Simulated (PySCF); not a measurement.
# Dipole moment and polarisability of `CO[SiH2][C@@H]1C[Si@H]1C#N`

C₄H₉NOSi₂.
Geometry (GFN2-xTB, Å), atoms numbered from 1 in this order:
```
atom  x, y, z in Å
C1    -2.8244    0.4175    0.6581
O2    -1.4880    0.2435    0.3038
Si3   -0.8627    0.2173   -1.1987
C4     0.9381   -0.1458   -0.8281
C5     1.2799   -1.3872    0.0220
Si6    1.7289    0.2391    0.8477
C7     3.5332    0.6479    0.7415
N8     4.6476    0.9143    0.6909
H9    -3.4376   -0.4040    0.2800
H10   -2.8874    0.4397    1.7468
H11   -3.2171    1.3545    0.2564
H12   -1.0371    1.5122   -1.8653
H13   -1.5031   -0.8283   -2.0079
H14    1.5726   -0.0249   -1.6989
H15    0.4318   -1.9361    0.4057
H16    2.0385   -2.0466   -0.3783
H17    1.0798    0.7990    2.0144
```

Level: CAM-B3LYP/def2-SVPD (PySCF), static field, nuclei fixed, core orbitals frozen in the response. The polarisability tensor in these axes (au):

```
x   130.84   7.10  11.47
y     7.10  90.89   5.35
z    11.47   5.35  96.92
```

Give the principal values, the mean and the anisotropy Δα = √{½[(α1 − α2)² + (α2 − α3)² + (α1 − α3)²]}.

Principal values 87.77, 94.98 and 135.92 au; mean 106.22 au = 15.74 Å³ = 17.51 × 10⁻⁴⁰ C²·m²/J; Δα = 44.98 au (42 % of the mean).

What is the dipole moment, and where does it point?

(-4.64, -0.81, -0.10) D, 4.71 D in size, pointing from the negative to the positive side. Measured along this direction, the outermost atoms are N8 at the negative end and H9 at the positive end.

What are the principal values of the traceless quadrupole moment, Θ = ½Σq(3rr − r²1), about the centre of nuclear charge?

-18.88, 6.97, 11.91 D·Å. The values depend on the origin, since the dipole doesn't vanish. The electronic extent ⟨r²⟩ about the same centre is 1843 bohr², a root-mean-square distance of 2.61 Å for the 76 electrons.

Find the Langevin capture rate constant for H3+ (3.023 u) meeting this molecule (143.022 u), k = 2.342 × 10⁻⁹ cm³/s × √(α in Å³ / reduced mass in u).

The reduced mass is 2.96 u, so k = 5.40 × 10⁻⁹ cm³/s. The formula leaves out the permanent dipole, which adds to the capture rate.

Along which axes do the principal values lie, and how far do the nuclei extend along each?

Largest value along (0.94, 0.18, 0.30), where the nuclei span 7.93 Å; middle along (-0.35, 0.46, 0.82), 4.61 Å; least along (-0.01, 0.87, -0.49), 4.14 Å. The response follows the extents in order.

Geometry: GFN2-xTB, one conformer, isolated molecule.

The run behind these numbers computed excited states as well. On Arm Neoverse V1, one thread, no GPU, shared host, this took 1.8 min of wall time and 1.2 GiB of memory at its peak.
